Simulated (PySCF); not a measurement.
N²⁺: excitation energy

N²⁺ [He] 2s2 2p1 (2P) → N²⁺ [He] 2s1 2p2 (4P), as a difference of total energies. Computed with PySCF 2.14 in x2c-QZVPPall with one added diffuse shell each of s, p, d, f type (8s5p4d3f1g, 73 functions), with scalar relativity by spin-free X2C-1e. Correlated levels: valence: 1s2 frozen; valence and next inner shell: nothing frozen. The calculations carry no spin-orbit coupling.

```tsv
method	excitation energy (eV)
UHF	5.165
LDA	6.555
PBE	6.631
PBE0	6.503
r2SCAN	5.848
B3LYP	6.999
TPSSh	6.847
wB97X-V	7.063
M06-2X	7.435
MP2 (valence)	6.443
SCS-MP2 (valence)	6.922
MP2 (valence and next inner shell)	6.425
SCS-MP2 (valence and next inner shell)	6.907
```

Task: How much does correlation contribute at MP2 (valence and next inner shell)?

Result: 6.425 − (5.165) = 1.260 eV, measured against UHF.
